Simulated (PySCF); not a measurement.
## Ionisation energy of Cl²⁺ by level of theory

Cl²⁺ [Ne] 3s2 3p3 (4S) → Cl³⁺ [Ne] 3s2 3p2 (3P), as a difference of total energies. All numbers are calculated (PySCF 2.14, the non-relativistic Hamiltonian (point nucleus), in def2-SVP). Correlated levels: valence: [Ne] frozen. The calculations carry no spin-orbit coupling.

```tsv
method	ionisation energy (eV)
UHF	38.927
M06-2X	39.420
LDA	39.645
MP2 (valence)	39.355
SCS-MP2 (valence)	39.191
```

Question: Estimate what CCSD (valence) gives.

Answer: 39.265 eV, closest to SCS-MP2 (valence) among the rows shown.

Question: Estimate what CCSD(T) (valence) gives.

Answer: 39.266 eV, closest to SCS-MP2 (valence) among the rows shown.

The reference lies between the lowest fine-structure levels, while these numbers refer to the centres of the terms.

Errors of the correlated levels include the incompleteness of this basis and the frozen core.

For comparison: 39.8 ± 0.11 eV (semi-empirical (NIST evaluation); NIST Atomic Spectra Database, ionization energies).
